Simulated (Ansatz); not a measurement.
The cluster Si₄Ni⁺, 5 atoms. Hardware: 4 threads of Arm Neoverse V1 on a shared host.

Correlated methods freeze 25 core orbitals; core or outer-core shells of Ni are correlated, in sets that lack core-valence functions.

**Question.** How many basis functions does each of these Ansatz runs have, and roughly what does it cost? BLYP-D4/def2-TZVP, charge 1 doublet, energy, from earlier orbitals; r2SCANh-D4/def2-TZVP, charge 1 doublet, energy, from earlier orbitals; PBE-D4/def2-SVP, charge 1 doublet, relaxation, 7 steps; r2SCAN-D4/def2-TZVP, charge 1 doublet, energy, from earlier orbitals; CCSD(T)/def2-SVP, charge 1 doublet, energy, from earlier orbitals; PBE-D4/def2-SVP, charge 1 doublet, energy, from earlier orbitals; PBE0-D4/def2-TZVP, charge 1 doublet, energy, from earlier orbitals; MP2/def2-TZVP, charge 1 doublet, energy, from earlier orbitals; PBE-D4/def2-TZVP, charge 1 doublet, energy and forces, from earlier orbitals; ωB97X-V/def2-TZVP, charge 1 doublet, energy, from earlier orbitals; PBE0-D4/def2-SVP, charge 1 doublet, energy, from earlier orbitals; PBE-D4/def2-SVP, charge 1 doublet, energy with a search over starts.

**Answer.** Other jobs shared the machine, so times can vary by a factor of up to 3. A dash marks memory too small to be measured apart from the calling script's.

```csv
run,functions,fitting or Cholesky vectors,wall time,peak host memory (GiB)
"PBE-D4/def2-SVP, charge 1 doublet, energy, from earlier orbitals",103,1176,6.5 s,–
"PBE0-D4/def2-SVP, charge 1 doublet, energy, from earlier orbitals",103,996,9.5 s,–
"BLYP-D4/def2-TZVP, charge 1 doublet, energy, from earlier orbitals",193,1455,15 s,0.58
"PBE-D4/def2-SVP, charge 1 doublet, relaxation, 7 steps",103,1176,16 s,–
"PBE-D4/def2-TZVP, charge 1 doublet, energy and forces, from earlier orbitals",193,1455,16 s,0.57
"PBE-D4/def2-SVP, charge 1 doublet, energy with a search over starts",103,1176,22 s,–
"CCSD(T)/def2-SVP, charge 1 doublet, energy, from earlier orbitals",103,996,32 s,0.7
"PBE0-D4/def2-TZVP, charge 1 doublet, energy, from earlier orbitals",193,1610,33 s,1.3
"r2SCAN-D4/def2-TZVP, charge 1 doublet, energy, from earlier orbitals",193,1455,39 s,0.66
"r2SCANh-D4/def2-TZVP, charge 1 doublet, energy, from earlier orbitals",193,1482,49 s,1.4
"MP2/def2-TZVP, charge 1 doublet, energy, from earlier orbitals",193,1330,51 s,0.87
"ωB97X-V/def2-TZVP, charge 1 doublet, energy, from earlier orbitals",193,1520,68 s,1.6
```
